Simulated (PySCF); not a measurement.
## Bi: excitation energy

Bi [Xe] 4f14 5d10 6s2 6p3 (4S) → Bi [Xe] 4f14 5d10 6s2 6p2 7s1, s spin flipped, as a difference of total energies. Computed with PySCF 2.14 in aug-cc-pwCVDZ-PP with ECP60MDF (6s5p4d1f, 48 functions), with a scalar-relativistic core potential. Correlated levels: valence: 5s2 5p6 5d10 frozen; valence and next inner shell: nothing frozen outside the core potential. The calculations carry no spin-orbit coupling.

```csv
method,excitation energy (eV)
UHF,5.618
LDA,5.444
PBE,5.362
PBE0,5.512
r2SCAN,5.500
wB97X-V,5.457
wB97X,5.271
HSE06,5.494
MN15,5.744
MP2 (valence),5.625
SCS-MP2 (valence),5.525
MP2 (valence and next inner shell),5.645
SCS-MP2 (valence and next inner shell),5.509
```

**Question.** How much does correlation contribute at MP2 (valence and next inner shell)?

**Answer.** 5.645 − (5.618) = 0.027 eV, measured against UHF.

Spin-orbit coupling is strong in these open shells (close to jj coupling). The scalar numbers leave it out and a first-order estimate fails, so it can dominate the gap to the real levels.

The upper determinant mixes two multiplicities, so it lies between the two terms.

The promoted electron is Rydberg-like, and one or two diffuse shells describe it only roughly, which tends to raise the upper state.
